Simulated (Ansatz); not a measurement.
Reaction (isomerisation): `[SiH3][SiH2][GeH2][GeH2][SiH2][GeH3]` → `[SiH3][GeH2][GeH2][SiH2][SiH2][GeH3]`

Gas-phase electronic energies from Ansatz, PBE0-D4/def2-TZVP geometries. CCSD(T)/CBS adds triple-zeta CCSD(T) − MP2 to the extrapolated MP2 energy (def2 sets, frozen cores). DFT in def2-TZVPP. For Ge outer-core shells are correlated without core-valence functions, which leaves a few kJ/mol of doubt a bond. Scalar relativity is left out up to krypton. One conformer a species, not always the lowest.

Task: Is it downhill or uphill in electronic energy at CCSD(T)/CBS, and by how much? (An estimate is asked.)

Result: Ansatz gave: Nearly level: ΔE = -1.0 kJ/mol.

Task: What do these levels give: LDA (SPW92), PBE-D4, r2SCAN-D4, PBE0-D4, r2SCAN0-D4, BHLYP-D4, revPBE, HF/def2-SVP, CCSD/def2-SVP, MP2/def2-TZVPP, SCS-MP2/def2-QZVPP, MP2/CBS(def2)? (Estimate.)

Result: The calculation gave: LDA (SPW92) -1.3, PBE-D4 -1.0, r2SCAN-D4 -1.0, PBE0-D4 -1.0, r2SCAN0-D4 -1.0, BHLYP-D4 -1.1, revPBE 0.5, HF/def2-SVP 0.2, CCSD/def2-SVP -1.0, MP2/def2-TZVPP -1.1, SCS-MP2/def2-QZVPP -0.7, MP2/CBS(def2) -1.2 kJ/mol.

Largest T1 diagnostic among the species: 0.013.

Leaving LDA and LC-ωPBE aside and taking each functional with its dispersion term where it has one, the values, not all of them listed here, spread over 1.2 kJ/mol, from ωB97M-V to B2PLYP.
